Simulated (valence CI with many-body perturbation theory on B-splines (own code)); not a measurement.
# Sb⁺: magnetic and hyperfine properties of the levels

Method: configuration interaction combined with many-body perturbation theory (CI+MBPT): four valence electrons over a frozen Dirac-Fock core [Kr] 4d10, radial functions for each j: 11 s, 11 p, 9 d, 7 f, 5 g, 2 h, 1 i, with the one-electron correlation potential Σ1, the two-electron term Σ2, the three-electron term Σ3, Breit, model QED; selected CI, second order for the rest, scaled by the run's own slope (own B-spline code, finite nucleus).

Against 27 measured levels this calculation errs by 122 cm⁻¹ on average and by 285 at most. These come from a selection out of the NIST Handbook of Basic Atomic Spectroscopic Data. Levels without a partner in it may be off by more. Among the levels kept, up to 400 cm⁻¹ of a level comes from second order outside the variational space, and about a tenth of that is noise between levels of different J, which matters for small intervals.

A/g_I is the dipole constant over the nuclear g factor μ/I (μ in nuclear magnetons, uniformly magnetised nucleus), B/Q the quadrupole constant per barn. Both hold the static response of the core; the bare values leave it out. Large factors of s and p1/2 electrons are usually good to 5 to 10 %; those of open d and f shells near neutrality can be off by tens of per cent, and small factors of p3/2, d and f electrons come from cancelling terms and can be off by a factor of two or in sign, in half-filled shells by more. B is blank for J = 1/2, where it vanishes, and for nearly pure S terms. Energies count from the lowest level. Levels with J = 0 are left out.

Names give the largest LS component (configuration and term), which can be under half, so a name can repeat, a term be missing and a line seem to break the LS rules; names also repeat where a configuration has a term twice. Letters in brackets count levels of one name in rising energy.

```tsv
Level	E (eV)	g	A/g_I (MHz)	A/g_I bare	B/Q (MHz/b)	B/Q bare
5s²5p² ³P_1	0.379	1.501	-323	-372	643	531
5s²5p² ³P_2	0.701	1.418	1100	921	-848	-712
5s²5p² ¹D_2	1.578	1.083	920	830	2080	1730
5s5p³ ⁵S°_2	6.378	1.991	5480	4830		
5s5p³ ³D°_1	8.184	0.557	-3490	-3110	388	318
5s5p³ ³D°_2	8.210	1.197	2230	2010	816	667
5s5p³ ³D°_3	8.382	1.331	3700	3320	-566	-479
5s²5p6s ³P°_1	8.640	1.376	4220	3860	-207	-173
5s²5p5d ¹D°_2	8.958	1.005	735	649	-926	-800
5s²5p6s ³P°_2	9.348	1.458	1630	1450	1300	1080
5s²5p6s ¹P°_1	9.421	1.184	397	281	456	383
5s²5p5d ³F°_2	9.495	0.921	925	843	675	541
5s5p³ ³P°_1	9.540	1.389	3540	3160	-221	-176
5s²5p5d ³F°_3	9.627	1.090	725	654	947	752
5s5p³ ³P°_2	9.694	1.273	2360	2120	-648	-552
5s²5p5d ³F°_4	10.053	1.250	218	172	1500	1190
5s²5p6p ³D_1	10.389	0.709	2670	2450	-86.8	-72.8
5s²5p5d ³D°_1	10.559	0.737	-963	-855	239	196
5s²5p6p ³P_1 [a]	10.666	1.293	-732	-651	-14.2	-11.4
5s²5p5d ³D°_2	10.674	1.274	1160	1030	799	658
5s²5p6p ³D_2	10.682	1.187	1260	1140	68.3	57.1
5s²5p5d ³D°_3	10.954	1.240	1050	917	-166	-147
5s²5p5d ¹P°_1	11.211	0.914	1080	977	-5.10	-10.9
5s²5p6p ³P_1 [b]	11.235	1.134	439	337	270	225
5s²5p5d ³P°_2	11.317	1.354	1460	1280	-1140	-953
5s²5p5d ¹F°_3	11.325	1.091	514	455	837	682
5s²5p5d ³P°_1	11.333	1.388	278	229	-459	-379
5s²5p6p ³D_3	11.350	1.334	428	352	1730	1440
5s²5p6p ³P_2	11.371	1.347	661	549	740	611
5s²5p6p ³S_1	11.529	1.866	585	444	-8.98	-7.47
5s²5p6p ¹D_2	11.636	1.135	519	450	889	744
5s5p³ ³S°_1	12.163	1.852	-3650	-3490	-21.3	-20.4
5s5p³ ¹D°_2	12.266	1.027	1350	1230	-224	-204
```

Question: Take the isotope of mass number 123, with I = 7/2, μ = 2.5457 μN and Q = -0.692 b. What is the hyperfine structure of 5s5p³ ³D°_3?

Answer: From the table A = 2690 MHz, B = 392 MHz. Shifts from the centre of gravity in MHz: F = 1/2: -36100, F = 3/2: -32100, F = 5/2: -25500, F = 7/2: -16200, F = 9/2: -4150, F = 11/2: 10700, F = 13/2: 28300.
